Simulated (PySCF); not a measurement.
How the method changes the constants of TaCl

State: quintet, unpaired electrons σ ↑, π ↑, δ ↑↑. Set-up: PySCF, scalar-relativistic core potentials, basis sets Ta def2-TZVPP with ECP60, Cl def2-TZVPP. De refers to Ta (5d3 6s2) + Cl in their high-spin ground configurations, without counterpoise correction. The functionals are run spin-unrestricted. A positive dipole means Ta(−)Cl(+). Levels whose curve was spin-contaminated or gave no clean fit are not listed.

| Level | Re (Å) | ωe (cm⁻¹) | De (eV) | μ (D) | CPU s a point (SCF and correlation, without the integrals) |
| --- | --- | --- | --- | --- | --- |
| PBE | 2.291 | 371 | n/a | -2.48 | 2.6 |
| PBEsol | 2.269 | 385 | n/a | -2.37 | 1.9 |
| PW91 | 2.291 | 372 | n/a | -2.48 | 2.7 |
| BP86 | 2.294 | 370 | n/a | -2.47 | 1.9 |
| r²SCAN | 2.299 | 371 | n/a | -2.84 | 2.7 |
| r²SCANh | 2.299 | 372 | n/a | -2.97 | 9 |
| PBE0 | 2.292 | 375 | n/a | -2.89 | 6.8 |
| HSE06 | 2.295 | 373 | n/a | -2.88 | 6 |

(1) What does a quarter of exact exchange do here, going from PBE to PBE0?

(2) What does the step from GGA to meta-GGA do here, going from PBE to r²SCAN?

De is left out where the level can put another filling of the metal’s s and d shells below the measured ground configuration, by anything from nothing to about 1 eV. Spin–orbit coupling is left out, which matters for elements this heavy, above all for dissociation energies. With d or f electrons several states lie close, and the lowest PBE0 determinant need not be the measured ground state.

The whole job (state search and all levels along the bond) took about 19 min on 2 threads of Arm Neoverse V2 (shared host), peak memory 4 GiB.

Results:

(1) PBE0 less PBE: +0.1 pm in Re, +1.1 % in ωe. Exact exchange removes part of the self-interaction that spreads semilocal densities, and in most molecules shortens and stiffens the bond and lowers De; so it does here.

(2) r²SCAN less PBE: +0.8 pm in Re, +0.0 % in ωe.
